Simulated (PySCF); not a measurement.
Excitation energies in several basis sets

Species: C₃H₅BrGe.
Atom-mapped SMILES: `[CH3:1][C:2]#[C:3][GeH2:4][Br:5]` (hydrogens: H6, H7, H8 on C1; H9, H10 on Ge4)

Cartesian coordinates in Å at the PBE0-D3(BJ)/def2-SVP level; atoms count from 1:
```xyz
10
C3H5BrGe angstrom
C     -1.805    0.335    0.210
C     -0.377    0.170    0.026
C      0.825    0.034   -0.123
Ge     2.685   -0.190   -0.305
Br     3.641   -0.060    1.798
H     -2.018    0.848    1.161
H     -2.242    0.935   -0.603
H     -2.317   -0.640    0.229
H      3.017   -1.580   -0.858
H      3.293    0.934   -1.151
```

TDDFT with PBE0 (PySCF), vertical singlets, core orbitals frozen in the response, spherical d and f functions. Geometry: PBE0-D3(BJ)/def2-SVP; no solvent, vibrations or thermal averaging. The PBE0/6-31G* calculation is non-relativistic and has no spin–orbit coupling, an omission that weighs most on bromine and germanium.

Task: Compare 6-31G*, def2-SVP, def2-SVPD, aug-cc-pVDZ, def2-TZVP and def2-TZVPD for this molecule.

Result: 

| basis | functions | diffuse | S1 (eV) | S2 (eV) | S3 (eV) | S4 (eV) | S5 (eV) | LUMO (eV) | α (au) |
| --- | --- | --- | --- | --- | --- | --- | --- | --- | --- |
| 6-31G* | 116 | no | 5.41 | 5.78 | 5.92 | 6.07 | 6.28 | -0.76 | 72.7 |
| def2-SVP | 131 | no | 5.55 | 5.87 | 5.97 | 6.14 | 6.24 | -0.68 | 74.3 |
| def2-SVPD | 179 | yes | 5.46 | 5.76 | 5.86 | 6.04 | 6.19 | -0.96 | 89.9 |
| aug-cc-pVDZ | 186 | yes | 5.42 | 5.72 | 5.83 | 6.01 | 6.17 | -0.99 | 90.1 |
| def2-TZVP | 219 | no | 5.50 | 5.82 | 5.95 | 6.11 | 6.19 | -0.81 | 84.9 |
| def2-TZVPD | 267 | yes | 5.46 | 5.76 | 5.89 | 6.05 | 6.16 | -0.93 | 91.0 |

States are compared by their number. Against the largest diffuse basis here (def2-TZVPD, itself not a converged limit), sets without diffuse functions differ by up to 0.10 eV in S1 and 0.12 eV in S5; the smaller diffuse sets differ by up to 0.04 and 0.03 eV. S1 is led by HOMO-1→LUMO (85%) in def2-SVP and by HOMO-1/HOMO→LUMO (≥89%) in def2-TZVPD. State by state, the largest deviation of a set without diffuse functions is S1 0.10, S2 0.11, S3 0.09, S4 0.09, S5 0.12 eV. The same number needn't mean the same state in each row. Against def2-TZVPD the polarisability deviates by -20% in 6-31G*, -18% in def2-SVP, -1% in def2-SVPD, -1% in aug-cc-pVDZ, -7% in def2-TZVP.
